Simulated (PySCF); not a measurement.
GeH₆O₃Si, SMILES O[Si](O)(O)[GeH3]. Geometry: PBE0-D3(BJ)/def2-SVP. The values are those of a single conformer.

Computed equilibrium geometry at PBE0-D3(BJ)/def2-SVP (PySCF confirms it by a frequency run) as bond lengths and angles (one conformer of several):
Atoms: O1 Si2 O3 O4 Ge5 H6 H7 H8 H9 H10 H11. Bond lengths (Å): O1–Si2 1.656, O1–H6 0.962, Si2–O3 1.653, Si2–O4 1.664, Si2–Ge5 2.367, O3–H7 0.964, O4–H8 0.962, Ge5–H9 1.542, Ge5–H10 1.538, Ge5–H11 1.543. Bond angles (°): Si2–O1–H6 115.5, O1–Si2–O3 108.3, O1–Si2–O4 104.3, O1–Si2–Ge5 114.0, O3–Si2–O4 113.9, O3–Si2–Ge5 105.4, O4–Si2–Ge5 111.1, Si2–O3–H7 115.8, Si2–O4–H8 116.9, Si2–Ge5–H9 110.2, Si2–Ge5–H10 111.9, Si2–Ge5–H11 110.8, H9–Ge5–H10 108.2, H9–Ge5–H11 107.2, H10–Ge5–H11 108.3.
